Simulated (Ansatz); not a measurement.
Ideal-gas functions of `S[SiH2][GaH2]` at 800 K and 1 bar, from an Ansatz frequency run at PBE0-D4/def2-TZVP.

Molar mass 134.92 g/mol, point group C1 (symmetry number 1), electronic degeneracy 1, moments of inertia 60.707, 308.98, 354.689 u Å². Harmonic wavenumbers (cm⁻¹, unscaled): 37, 107, 225, 316, 344, 477, 494, 561, 615, 708, 764, 833, 931, 1947, 1965, 2197, 2227, 2705.

Use S(trans) = R[1.5 ln M + 2.5 ln T − 1.1517]; rotational temperatures θ = 24.2544 K / I; S(rot) = R[ln(√π/σ · √(T³/θAθBθC)) + 1.5]; for each mode x = 1.438777 ν̃/T, S = R[x/(eˣ − 1) − ln(1 − e⁻ˣ)] and H = RT x/(eˣ − 1); 1 cm⁻¹ = 0.0119627 kJ/mol; R = 8.31446 J/(mol·K).

Q: By hand: the entropy, in J/(mol·K).

A: Translation 190.5. Rotation: θ = 0.3995, 0.0785, 0.0684 K, giving 126.1. Vibration, mode by mode: 30.85, 22.03, 15.89, 13.12, 12.44, 9.84, 9.57, 8.58, 7.89, 6.85, 6.30, 5.69, 4.94, 1.16, 1.13, 0.81, 0.77, 0.38, in all 158.2. Electronic 0.0. Sum 474.8 J/(mol·K).

Q: By hand: H − E and G − E in kJ/mol, counted from the electronic energy.

A: Zero-point energy ½ × 17453 × 0.0119627 = 104.4; thermal vibration 57.9; translation, rotation and pV give 4 RT = 26.6. H − E = 188.9 kJ/mol, and G − E = 188.9 − 800 × 474.8/1000 = -190.9 kJ/mol.

Vibration gives 33 % of the entropy, 52.9 J/(mol·K) of it from the modes under 150 cm⁻¹: soft modes count most, and the harmonic formula is weakest for them. The sum counts one conformer and one mirror image; others add a mixing term.
